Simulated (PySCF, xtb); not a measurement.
BHF₂, SMILES FBF.

GFN2-xTB in xtb at its own geometry gives an orbital gap of 6.32 eV and a dipole moment of 1.16 D.

Geometry optimised at B3LYP-D3(BJ)/def2-TZVP.

Question: What does PBE0/def2-TZVPD in PySCF give? (An estimate is asked for; the answer gives what the named calculation found.)

Answer: gap 10.46 eV (levels -10.92 and -0.45 eV), dipole 0.93 D.
